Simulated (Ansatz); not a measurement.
`OC[SiH2][SiH3]` + HCl → `[SiH3][SiH2]CCl` + H₂O  (substitution at a C–O bond)

Program: Ansatz. Geometries: PBE0-D4/def2-TZVP. ΔE: electronic, gas phase. CCSD(T)/CBS adds triple-zeta CCSD(T) − MP2 to the extrapolated MP2 energy (def2 sets, frozen cores). This one scheme is used for every species. DFT in def2-TZVPP. Each species was taken in one conformer, which may not be the lowest.

```tsv
level	ΔE (kcal/mol)
ωB97M-V	-8.9
HF/def2-TZVPP	-8.1
```

(1) What does CCSD(T)/CBS give? (Best estimate.)

Largest T1 diagnostic among the species: 0.012.

Results:

(1) The calculation gave: -10.6 kcal/mol. The listed levels differ from it by 1.7, 2.5 kcal/mol.

In def2-TZVPP, CCSD(T) changes the Hartree–Fock value by −0.8 kcal/mol (the triples alone add −0.3 kcal/mol) and MP2 by −2.6 kcal/mol. The D4 term adds −0.8 kcal/mol with B3LYP and −0.4 kcal/mol with PBE0; it sums over pairs of atoms, weighted by their polarisabilities, and B3LYP, whose exchange is more repulsive, gets the larger term.

B3LYP here is the variant with VWN-RPA as its local correlation; programs differ in this.
